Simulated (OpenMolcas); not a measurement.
**Computed levels of Ne+**

```json
{"Program": "OpenMolcas 26.06", "Method": "XMS-CASPT2, IPEA 0.25 Eh, imaginary shift 0.1 Eh (closed shells correlated: 1s)", "Basis": "ANO-RCC-VTZP [4s3p2d1f]", "Scalar Hamiltonian": "DKH2, point nucleus", "Active space": "7 electrons in 4 orbitals (2s 2p)", "State averaging": "2S+1 = 2 odd, 3 roots; 2S+1 = 2 even, 1 root", "Spin-orbit coupling": "state interaction with AMFI integrals over the reference wave functions, term energies averaged over their components"}
```

Spin-free terms above the lowest, with the occupations of the reference:

```tsv
Configuration	Term	E (cm⁻¹)	Occupations
2s² 2p⁵	²P°	0.0	2s 2.00 2p 5.00
2s 2p⁶	²S	222054	2s 1.00 2p 6.00
```

With spin-orbit coupling, above the lowest level:

```json
{"Configuration": "2s² 2p⁵", "Term": "²P°", "J": "3/2", "E (cm⁻¹)": "0.0", "Measured (cm⁻¹)": "0.0", "g": "1.334", "Term weight %": "100"}
{"Configuration": "2s² 2p⁵", "Term": "²P°", "J": "1/2", "E (cm⁻¹)": "773", "Measured (cm⁻¹)": "780", "g": "0.666", "Term weight %": "100"}
{"Configuration": "2s 2p⁶", "Term": "²S", "J": "1/2", "E (cm⁻¹)": "222312", "Measured (cm⁻¹)": "217048", "g": "2.002", "Term weight %": "100"}
```

Against the 2 measured excited levels shown (NIST Handbook of Basic Atomic Spectroscopic Data) the mean absolute deviation is 2600 cm-1; the largest miss in energy is 2s 2p⁶ ²S_1/2: computed 222312, measured 217048 cm⁻¹ (+2.4 %).

Spin-orbit coupling puts the lowest level 258 cm⁻¹ below the lowest spin-free term.

Computed and measured levels are paired by configuration, term and J; levels that our copy of the source lacks, or whose pairing is in doubt (as where it misses far off the trend of its configuration), stay unpaired and out of the deviations. Levels of configurations outside the active space are missing.

The term weight is that of the spin-free term in the level, not the purity of its configuration. ° marks odd parity.
